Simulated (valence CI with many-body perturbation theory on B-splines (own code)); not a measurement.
Values are calculated unless marked as measured or tabulated.
## Ga²⁵⁺: what each term of the Hamiltonian does

Method: configuration interaction combined with many-body perturbation theory (CI+MBPT): four valence electrons over a frozen Dirac-Fock core [He], radial functions for each j: 11 s, 11 p, 9 d, 7 f, 5 g, 2 h, 1 i, with the one-electron correlation potential Σ1 (screened to all orders), the two-electron term Σ2, the three-electron term Σ3, Breit, model QED; selected single and double excitations, second order for the rest (own B-spline code, finite nucleus).

No measured spectrum was set against this ion. As an estimate, levels of excited configurations hold to 0.05 to 0.15 % of their energy, terms of the ground configuration to about 0.5 %. Among the levels kept, up to 270 cm⁻¹ of a level comes from second order outside the variational space, and about a tenth of that is noise between levels of different J, which matters for small intervals.

Each rung adds one term. CI alone is the Dirac-Coulomb CI over the frozen core; QED comes last and gives the full result, which names the levels. Energies are above 2s2 2p2 3P_0 on the same rung, in cm⁻¹.

Names give the largest LS component (configuration and term), which can be under half, so a name can repeat, a term be missing and a line seem to break the LS rules; names also repeat where a configuration has a term twice.

```tsv
Level	CI alone
2s2 2p2 3P_1	192139
2s2 2p2 3P_2	261091
2s2 2p2 1D_2	504891
2s2 2p2 1S_0	660147
2s 2p3 5S°_2	782512
2s 2p3 3D°_1	1109100
2s 2p3 3D°_2	1136550
2s 2p3 3D°_3	1215490
2s 2p3 3P°_0	1347020
2s 2p3 3P°_1	1374310
2s 2p3 3P°_2	1419840
2s 2p3 3S°_1	1544160
2s 2p3 1D°_2	1656670
2s 2p3 1P°_1	1851260
2p4 3P_2	2263230
2p4 3P_0	2408100
```

(1) What do these energies become with core correlation, Breit and QED?

(2) How does the ionisation energy move along the ladder, and which term matters most?

## Answers

(1) 2s2 2p2 3P_1 186796 (-5343); 2s2 2p2 3P_2 251095 (-9996); 2s2 2p2 1D_2 491873 (-13018); 2s2 2p2 1S_0 651629 (-8518); 2s 2p3 5S°_2 769516 (-12996); 2s 2p3 3D°_1 1098790 (-10302); 2s 2p3 3D°_2 1124010 (-12542); 2s 2p3 3D°_3 1194930 (-20561); 2s 2p3 3P°_0 1335500 (-11513); 2s 2p3 3P°_1 1359540 (-14773); 2s 2p3 3P°_2 1401370 (-18466); 2s 2p3 3S°_1 1527830 (-16335); 2s 2p3 1D°_2 1635800 (-20867); 2s 2p3 1P°_1 1830360 (-20897); 2p4 3P_2 2242230 (-20999); 2p4 3P_0 2389730 (-18368).

(2) CI alone 2549.4, + Σ1 2549.7, + Σ2 2549.7, + Σ3 2549.6, + Breit 2547.7, + QED 2547.7 eV. The largest step is Breit, -2.0 eV. NIST lists 2543.9 ± 2 eV (semi-empirical).
